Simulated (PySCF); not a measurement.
Computed shifts of a molecule C7H5NOS, PBE/pcSseg-1 (PySCF), GIAO, gas phase, equivalent atoms averaged, in ppm (number of nuclei): ¹³C: 161.0 (1), 156.3 (1), 148.2 (1), 147.3 (1), 126.3 (1), 119.3 (1), 115.1 (1). ¹⁵N: 342.8 (1). ¹H: 8.01 (1), 7.65 (1), 7.57 (1), 7.24 (1), 6.90 (1). References: ¹³C against TMS (σ = 182.0 ppm); ¹⁷O against H2O (σ = 334.3 ppm); ¹⁵N against NH3 (σ = 267.0 ppm); ³³S against H2S (σ = 706.5 ppm); ¹H against TMS (σ = 31.49 ppm), references at their B3LYP-D3(BJ)/def2-TZVP geometries, non-relativistic. Geometry: B3LYP-D3(BJ)/def2-SVP. One conformer was computed; it need not be the lowest.

Problem. Which molecule gave these data?
A. CC(=O)c1cc(C#N)cs1
B. C#Cc1ncc(C(C)=O)s1
C. c1coc(-c2nccs2)c1
D. CC(=O)c1ccc(C#N)s1

Solution. C, c1coc(-c2nccs2)c1
